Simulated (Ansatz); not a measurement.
Calculated with Ansatz (gas phase, PBE0-D4/def2-TZVP geometries, no zero-point term in ΔE). CCSD(T)/CBS adds triple-zeta CCSD(T) − MP2 to the extrapolated MP2 energy (def2 sets, frozen cores). This one scheme is used for every species. Functionals use def2-TZVPP. B3LYP here is the variant with VWN-RPA as its local correlation; programs differ in this. Each species was taken in one conformer, which may not be the lowest.

Reaction (ligand exchange at the Al–O bond): `CC(O)[O][AlH2]` + `[OH][AlH2]` → `[AlH2][O][AlH2]` + `CC(O)O`

`CC(O)[O][AlH2]`:

Cartesian coordinates in Å:
```
C 0.052 1.106 -1.365
C -0.551 0.249 -0.282
O -0.501 0.990 0.917
O 0.150 -0.947 -0.170
Al 0.797 -1.714 1.198
H 1.074 1.373 -1.090
H -0.529 2.020 -1.496
H 0.073 0.553 -2.305
H -1.598 0.012 -0.521
H -1.081 0.578 1.563
H 0.169 -1.462 2.631
H 1.944 -2.760 0.919
```

`[OH][AlH2]`:

```xyz
5

O     0.636   -1.012    0.226
Al   -0.423    0.279   -0.066
H     1.588   -0.923    0.222
H     0.161    1.722   -0.365
H    -1.961   -0.065   -0.017
```

`[AlH2][O][AlH2]`:

```xyz
7

Al   -1.323   -1.037   -0.035
O    -0.002    0.003    0.002
Al    1.322    1.038    0.036
H    -2.527   -0.691   -1.001
H    -1.300   -2.315    0.897
H     1.324    2.225    1.082
H     2.506    0.778   -0.981
```

`CC(O)O`:

Z-matrix (Å, degrees):
```
C
C 1 1.508
H 1 1.090 2 110.0
H 1 1.091 2 110.6 3 120.7
H 1 1.094 2 109.8 3 -120.1
O 2 1.403 1 107.2 3 179.3
O 2 1.402 1 112.8 3 56.4
H 2 1.097 1 110.8 3 -59.9
H 6 0.962 2 107.5 1 179.9
H 7 0.964 2 107.6 1 55.6
```

```json
{"level": "BLYP-D4", "ΔE (eV)": "-0.24"}
{"level": "revPBE", "ΔE (eV)": "-0.29"}
{"level": "BLYP", "ΔE (eV)": "-0.29"}
{"level": "r2SCAN", "ΔE (eV)": "-0.28"}
{"level": "B3LYP", "ΔE (eV)": "-0.31"}
{"level": "BHLYP", "ΔE (eV)": "-0.34"}
{"level": "MP2/def2-SVP", "ΔE (eV)": "-0.33"}
{"level": "MP2/def2-TZVPP", "ΔE (eV)": "-0.30"}
```

Q: What does CCSD(T)/CBS give? (An estimate is asked.)

A: Computed: -0.29 eV. The listed levels differ from it by 0.05, 0.00, 0.00, 0.01, -0.02, -0.05, -0.04, -0.01 eV.

Largest T1 diagnostic among the species: 0.013.

The D4 term adds +0.04 eV with B3LYP and +0.02 eV with PBE0; it sums over pairs of atoms, weighted by their polarisabilities, and B3LYP, whose exchange is more repulsive, gets the larger term. At CCSD(T), def2-SVP lies −0.04 eV from the extrapolated value and def2-TZVPP −0.01 eV. From BLYP to BHLYP (50 % exact exchange), in def2-TZVPP and without D4, ΔE moves by −0.04 eV.
